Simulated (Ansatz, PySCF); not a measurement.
TiOCl2, SMILES [O]=[Ti]([Cl])[Cl], multiplicity 1. Atoms are numbered in the order given.

```xyz
4

Ti    -0.0270    -0.2725     0.0000
O      0.1277    -1.8518     0.0000
Cl     0.1588     0.6731    -2.0036
Cl     0.1588     0.6731     2.0036
```

Geometry: TPSSh-D3(BJ)/def2-SVP. The multiplicity is an assumed one; other spin states were not compared.

Two levels are set side by side: PBE-D3(BJ)/def2-SVP (Ansatz, an electronic-structure program) and TPSSh-D3(BJ)/def2-SVP (PySCF). Each level has its own optimised geometry; the coordinates shown are those of the second. Frequencies come from the Hessian of PySCF at each geometry. Differences are taken from unrounded values.

| quantity | TPSSh-D3(BJ) |
|---|---|
| mean bond length (Å) | 2.011 |
| bond Ti1–O2 (Å) | 1.587 |
| bond Ti1–Cl3 (Å) | 2.223 |
| bond Ti1–Cl4 (Å) | 2.223 |
| highest harmonic wavenumber (cm⁻¹) | 1119 |
| mean harmonic wavenumber (cm⁻¹) | 398 |
| zero-point energy (kcal/mol) | 3.41 |

What does PBE-D3(BJ) give, and how far is it from TPSSh-D3(BJ)? (The exact figures need the calculation; the answer reports its results.)


```
quantity                            PBE-D3(BJ)  PBE-D3(BJ) minus TPSSh-D3(BJ)
----------------------------------  ----------  -----------------------------
mean bond length (Å)                     2.014                          0.003
bond Ti1–O2 (Å)                          1.595                          0.009
bond Ti1–Cl3 (Å)                         2.224                          0.000
bond Ti1–Cl4 (Å)                         2.224                          0.000
highest harmonic wavenumber (cm⁻¹)        1086                            -33
mean harmonic wavenumber (cm⁻¹)            396                             -2
zero-point energy (kcal/mol)              3.40                          -0.02
```
